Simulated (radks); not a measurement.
The indium ion In+, 48 electrons, occupied as [Kr] 4d10 5s2.

Calculated with a radial shooting solver on a logarithmic mesh with Libxc functionals: Dirac Kohn-Sham, Wu-Cohen GGA, spin-unpolarised, spherical densities, finite nucleus; Fermi nuclear charge, rms radius 4.6156 fm.

Energy parts (eV):
part                       energy
total                 -160061.236
kinetic                168176.969
electron-nucleus      -388094.952
Hartree                 64183.491
exchange-correlation    -4326.743

Orbitals (lengths in bohr, moments of r in powers of bohr; r(90%) holds 90 % of the orbital's charge):
orbital  occ.  eigenvalue (eV)  r(90%)      <r^4>   <1/r>
1s1/2       2        -27738.89  0.0534  3.720e-06   51.85
2s1/2       2        -4158.533   0.199  0.0006505   12.00
2p1/2       2        -3879.502   0.178  0.0004205   11.98
2p3/2       4        -3668.598   0.185  0.0004910   11.19
3s1/2       2        -795.0456   0.513    0.02958   4.226
3p1/2       2        -682.3220   0.511    0.02887   4.134
3p3/2       4        -644.2358   0.527    0.03263   3.941
3d3/2       4        -444.5050   0.509    0.02840   3.784
3d5/2       6        -436.7016   0.514    0.02952   3.734
4s1/2       2        -126.9816    1.23     0.9943   1.645
4p1/2       2         -90.1401    1.33      1.353   1.525
4p3/2       4         -83.4619    1.37      1.551   1.462
4d3/2       4         -26.5963    1.84      5.174   1.150
4d5/2       6         -25.7322    1.87      5.504   1.132
5s1/2       2         -15.0076    3.63      74.93  0.5211

The highest occupied level is 5s1/2 at -15.008 eV. The electron density at the nucleus is 1.746e+05 e/bohr^3. The density falls to 0.001 e/bohr^3 at r = 3.97 bohr. For comparison, the ionisation energy in NIST's Atomic Spectra Database is 18.870 eV (measured). In exact Kohn-Sham theory the highest level is minus the ionisation energy, but local and semilocal functionals leave it too shallow, through self-interaction and a potential that decays too fast; potentials with the right tail come closer.
